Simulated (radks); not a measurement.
All-electron atom: Br II in [Ar] 3d10 4p(up 2.5, down 2.5) 4s(up 1, down 0) (fractional occupations, a model configuration). All-electron calculation, non-relativistic Kohn-Sham, BLYP, spin-polarised, spherical densities, point nucleus. Program: a radial shooting solver on a logarithmic mesh with Libxc functionals.

Unscreened Slater integrals over Kohn-Sham orbitals (hartree). They are taken over the spin-up orbitals.

| integral | value |
|---|---|
| F0(4p,4p) | 0.46654 |
| F2(4p,4p) | 0.24352 |
| F0(4p,4s) | 0.50218 |
| G1(4p,4s) | 0.33453 |
| F0(4p,3d) | 0.60989 |
| F2(4p,3d) | 0.12449 |
| G1(4p,3d) | 0.041639 |
| G3(4p,3d) | 0.038329 |
| F0(4p,3p) | 0.61147 |
| F2(4p,3p) | 0.11959 |
| G0(4p,3p) | 0.029414 |
| G2(4p,3p) | 0.034178 |
| F0(4s,4s) | 0.54829 |
| F0(4s,3d) | 0.70124 |
| G2(4s,3d) | 0.058412 |
| F0(4s,3p) | 0.70359 |
| G1(4s,3p) | 0.047515 |
| F0(3d,3d) | 1.5617 |
| F2(3d,3d) | 0.74691 |
| F4(3d,3d) | 0.46971 |
| F0(3d,3p) | 1.5661 |
| F2(3d,3p) | 0.75106 |
| G1(3d,3p) | 0.90508 |
| G3(3d,3p) | 0.56190 |
| F0(3p,3p) | 1.5866 |
| F2(3p,3p) | 0.79620 |

Derived for the open shells (J is the average intra-shell exchange parameter used in DFT+U). 4p: J = F2/5 = 0.04870 hartree.
